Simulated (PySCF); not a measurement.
**What settings do to a single point of Eu(BH4)3**

The sound run of Eu(BH4)3 (singlet in the valence; each metal's 4f electrons, 6 of them, lie in its core potential, out of spins and levels) uses PySCF 2.14.0, RKS PBE, Eu lcecp-1-SVP with ECP52, B def2-SVP, H def2-SVP; non-relativistic Hamiltonian with scalar-relativistic core potentials where named; density fitting; no spin-orbit coupling, grid (50, 194), threshold 1e-8 Eh and 55 cycles, at the relaxed geometry:

```xyz
16

Eu    0.0000    0.0000    0.0000
B     2.4962    0.0128    0.0000
H     3.7085   -0.0106    0.0000
H     1.9934   -0.5778    1.0020
H     1.9934   -0.5778   -1.0020
H     2.0196    1.1749    0.0000
B    -1.2592    2.1554    0.0000
H    -1.8450    3.2170    0.0000
H    -0.4964    2.0152    1.0020
H    -0.4964    2.0152   -1.0020
H    -2.0273    1.1616    0.0000
B    -1.2370   -2.1682    0.0000
H    -1.8635   -3.2063    0.0000
H    -1.4971   -1.4375    1.0020
H    -1.4971   -1.4375   -1.0020
H     0.0077   -2.3365    0.0000
```

There Eu1 has a Mulliken charge of 0.43 e and the dipole about the centre of mass is 0.00 D. Each run below changes one thing and starts from free metal ions and neutral atoms unless it says otherwise; with 55 cycles, smearing, a level shift and second-order steps follow where DIIS fails, and their cycles count. Energy shifts count from the sound run. On f atoms grids over 110 angular points are at least (60, 302).

```tsv
change	outcome	cycles	energy shift (eV)	largest force component (eV/Å)	charge on Eu1 (e)	dipole about the centre of mass (D)
threshold 0.001	converged	5	0.0003	0.02	0.42	0.00
all coordinates × 0.94	converged	8	1.14	1.99	0.21	0.00
cycle limit 3	not converged	3	–	–	–	–
grid (30, 86)	converged	8	-0.0279	0.04	0.44	0.00
```

Question: How does the run with this change end: start from a density of up to 30 smeared cycles (not counted)?

Answer: outcome converged, cycles 7, energy shift (eV) 0.0000, largest force component (eV/Å) 0.01, charge on Eu1 (e) 0.43, dipole about the centre of mass (D) 0.00.

Forces carry noise of the integration grid, about 0.01 to 0.03 eV/Å.

A frequency check found unstable modes (1, the lowest at -21 cm⁻¹), so the relaxed geometry is a saddle point, or these are noise. An lcecp potential fixes the number of 4f electrons, so in runs with it no electron can move into or out of that shell.
